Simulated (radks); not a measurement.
Charge is removed step by step from the 4s1/2 level of Rb2+, starting from [Ar] 3d10 4s2 4p5. Method: Dirac Kohn-Sham, PBE, spin-unpolarised, spherical densities, finite nucleus; open shells are shared between the two j in proportion to 2j + 1; Fermi nuclear charge, rms radius 4.2036 fm; computed with a radial shooting solver on a logarithmic mesh with Libxc functionals.

removed (e)  E - E(0) (eV)  eigenvalue (eV)  E minus straight line (eV)
0                    0.000          -50.354                       0.000
0.125                6.404          -52.113                      -0.784
0.25                13.029          -53.885                      -1.347
0.375               19.876          -55.670                      -1.687
0.5                 26.947          -57.468                      -1.804
0.625               34.243          -59.278                      -1.695
0.75                41.767          -61.101                      -1.359
0.875               49.519          -62.936                      -0.795
1                   57.501          -64.782                       0.000

Removing the whole electron costs 57.501 eV by Delta-SCF, against 50.354 eV from minus the eigenvalue at the starting occupation. Slater's transition state (half an electron removed) gives 57.468 eV. Integrating minus the eigenvalue over the occupation (Janak's theorem) gives 57.501 eV. The mean slope of the eigenvalue, de/dn, is 14.4 eV per electron.
